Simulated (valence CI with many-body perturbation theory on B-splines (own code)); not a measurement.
# Ru39+: calculated level list

Method: valence CI with perturbative core correlation (CI+MBPT): three valence electrons over a frozen Dirac-Fock core [He], radial functions for each j: 11 s, 11 p, 10 d, 8 f, 5 g, 2 h, with the one-electron correlation potential Σ1 (screened to all orders), the two-electron term Σ2, the three-electron term Σ3, Breit, model QED; selected single and double excitations, second order for the rest, scaled by the run's own slope (own B-spline code, finite nucleus).

The last digits are not significant, and no measured levels were compared; by estimate large intervals hold to a few tenths of a per cent, small ones and those within an open d or f shell to about a per cent.

Levels 46 to 90 of 203, with energies above the lowest level, (2s^2 2p1/2) J=1/2. "Leading %" is the weight of the configuration and term that name the level; weights of strongly mixed levels are sums over their largest components and can fall short, so below about 35 % the name and the second component can differ from the true leading terms, or belong to a minority configuration. In the jj column 3d3/2^4 stands for four electrons in 3d with j = 3/2. Lifetimes count E1, E2, E3, M1 and M2 decay at the calculated energies, and are blank where another channel may lead or the interval is too uncertain; long ones can be off by a factor of two.

```csv
No.,Configuration,Term,J,E (eV),Leading %,Lifetime,Leading jj,g
46,2s2p3s,²P°,3/2,3571.7,86,53.5 fs,2s 2p3/2 3s (95 %),1.366
47,2s2p3p,⁴D,7/2,3593.3,100,7.01 ps,2s 2p3/2 3p3/2 (100 %),1.420
48,2s2p3p,²P,3/2,3596.9,51,18.9 fs,2s 2p3/2 3p3/2 (96 %),1.497
49,2s2p3p,²D,5/2,3608.2,50,19.6 fs,2s 2p3/2 3p3/2 (96 %),1.379
50,2s2p3p,²P,1/2,3609.6,43,28.0 fs,2s 2p3/2 3p3/2 (83 %),1.351
51,2p²3p,⁴D°,3/2,3609.8,26,20.5 fs,2p1/2^2 3p3/2 (94 %),1.334
52,2s2p3p,²P,1/2,3613.0,45,12.4 fs,2s 2p3/2 3p1/2 (81 %),1.310
53,2s2p3p,²D,3/2,3614.0,66,53.6 fs,2s 2p3/2 3p1/2 (93 %),0.971
54,2s2p3d,⁴D°,5/2,3633.3,49,5.02 fs,2s 2p3/2 3d3/2 (97 %),1.253
55,2s2p3d,⁴D°,7/2,3635.2,45,5.90 fs,2s 2p3/2 3d3/2 (68 %),1.306
56,2p²3d,⁴F,3/2,3635.4,38,30.5 fs,2p1/2^2 3d3/2 (95 %),0.784
57,2s2p3d,⁴F°,9/2,3635.6,100,289 ps,2s 2p3/2 3d5/2 (100 %),1.325
58,2s2p3d,⁴P°,3/2,3635.8,46,4.48 fs,2s 2p3/2 3d3/2 (97 %),1.393
59,2s2p3d,⁴P°,1/2,3637.0,85,5.07 fs,2s 2p3/2 3d3/2 (96 %),2.309
60,2s2p3p,²D,5/2,3647.7,68,55.4 fs,2s 2p3/2 3p3/2 (83 %),1.259
61,2s2p3d,²D°,5/2,3649.8,45,6.78 fs,2s 2p3/2 3d5/2 (99 %),1.298
62,2p²3s,⁴P,3/2,3650.2,52,61.8 fs,2p1/2 2p3/2 3s (65 %),1.479
63,2p²3d,²D,5/2,3654.1,27,6.83 fs,2p1/2^2 3d5/2 (91 %),1.209
64,2s2p3d,²D°,3/2,3654.4,41,7.61 fs,2s 2p3/2 3d5/2 (90 %),1.144
65,2p²3s,⁴P,3/2,3658.4,37,42.3 fs,2p1/2 2p3/2 3s (52 %),1.362
66,2s2p3d,²F°,7/2,3660.2,80,3.89 fs,2s 2p3/2 3d5/2 (68 %),1.191
67,2s2p3p,²S,1/2,3660.5,33,48.4 fs,2p1/2 2p3/2 3s (49 %),1.552
68,2p²3s,²P,1/2,3665.8,32,56.8 fs,2s 2p3/2 3p3/2 (52 %),1.459
69,2s2p3d,²P°,1/2,3668.0,81,4.99 fs,2s 2p3/2 3d5/2 (96 %),0.687
70,2p²3s,²D,5/2,3671.3,44,60.1 fs,2p1/2 2p3/2 3s (78 %),1.332
71,2p²3s,²D,3/2,3675.9,48,29.4 fs,2p1/2 2p3/2 3s (78 %),1.044
72,2p²3p,⁴P°,1/2,3685.9,42,22.8 fs,2p1/2 2p3/2 3p1/2 (96 %),1.680
73,2s2p3d,²F°,5/2,3687.1,57,4.56 fs,2s 2p3/2 3d3/2 (79 %),0.949
74,2p²3p,⁴D°,3/2,3688.6,31,6.26 fs,2p1/2 2p3/2 3p1/2 (58 %),1.054
75,2s2p3d,²D°,3/2,3693.3,44,9.50 fs,2s 2p3/2 3d3/2 (52 %),0.986
76,2s2p3d,²F°,7/2,3695.5,82,12.9 fs,2s 2p3/2 3d5/2 (94 %),1.168
77,2s2p3d,²P°,1/2,3696.5,87,5.95 fs,2s 2p3/2 3d3/2 (94 %),0.637
78,2p²3p,²F°,5/2,3702.2,29,30.8 fs,2p1/2 2p3/2 3p1/2 (71 %),1.108
79,2s2p3d,²D°,5/2,3704.9,55,4.05 fs,2s 2p3/2 3d5/2 (83 %),1.117
80,2s2p3d,²P°,3/2,3707.7,83,5.53 fs,2s 2p3/2 3d5/2 (92 %),1.302
81,2p²3p,²P°,3/2,3720.1,38,15.8 fs,2p1/2 2p3/2 3p1/2 (95 %),1.373
82,2p²3p,⁴D°,5/2,3730.2,53,19.8 fs,2p1/2 2p3/2 3p3/2 (99 %),1.419
83,2p²3p,⁴P°,1/2,3733.6,37,18.5 fs,2p1/2 2p3/2 3p3/2 (98 %),1.702
84,2p²3p,²D°,3/2,3738.1,49,17.7 fs,2p1/2 2p3/2 3p3/2 (96 %),1.199
85,2p²3p,²F°,7/2,3743.5,55,23.0 fs,2p1/2 2p3/2 3p3/2 (96 %),1.254
86,2p²3p,²P°,3/2,3751.0,44,17.4 fs,2p1/2 2p3/2 3p3/2 (98 %),1.382
87,2p²3p,²D°,5/2,3757.8,53,18.4 fs,2p1/2 2p3/2 3p3/2 (96 %),1.183
88,2p²3d,⁴F,3/2,3762.3,42,20.4 fs,2p1/2 2p3/2 3d3/2 (98 %),0.936
89,2p²3d,⁴F,5/2,3763.5,54,54.1 fs,2p1/2 2p3/2 3d3/2 (96 %),0.971
90,2p²3d,⁴D,1/2,3765.1,80,39.5 fs,2p1/2 2p3/2 3d3/2 (100 %),0.217
```
